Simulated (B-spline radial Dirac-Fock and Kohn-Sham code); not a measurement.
ΔSCF core binding energies without Breit or QED terms, calculated with a B-spline atomic structure program.

A sound run for Ag⁴⁺ in the configuration [Kr] 4d7: The ground state converged in 10 iterations, with total energy -5310.57188 Ha, virial ratio 1.95537 and highest orbital energy -67.97 eV. ΔSCF binding energies: K (1s) 25663.0 eV, L3 (2p3/2) 3429.1 eV, M5 (3d5/2) 437.6 eV.

A second run, with one unsound setting: The ground state had not converged after 85 iterations, with total energy -5309.61788 Ha, virial ratio 1.94602 and highest orbital energy -55.22 eV. ΔSCF binding energies: K (1s) 25679.1 eV, L3 (2p3/2) 3441.8 eV, M5 (3d5/2) 443.4 eV (not all states converged, so these are not final).

```
iter   energy (Ha)        error
   1    -5297.66939468  1.68e+00
   2    -5307.53737558  4.37e-01
   3    -5307.57888512  4.34e-01
   4    -5307.61983944  4.31e-01
   5    -5307.66024577  4.28e-01
   6    -5307.70011126  4.26e-01
   7    -5307.73944298  4.23e-01
   8    -5307.77824788  4.20e-01
   9    -5307.81653285  4.18e-01
  17    -5308.10489216  3.96e-01
  25    -5308.36366766  3.76e-01
  33    -5308.59582456  3.57e-01
  41    -5308.80403781  3.38e-01
  49    -5308.99072001  3.21e-01
  57    -5309.15804665  3.04e-01
  65    -5309.30797891  2.88e-01
  73    -5309.44228430  2.73e-01
  81    -5309.56255537  2.58e-01
  85    -5309.61788205  2.51e-01
```

Task: Which fault fits the second run best?
A. speed of light below Z
B. spline order too low
C. too few quadrature points
D. damping too heavy

Result: D. The input had damp = 0.995; ndamp = 100: damp is so close to 1 that the orbitals hardly move in each step.
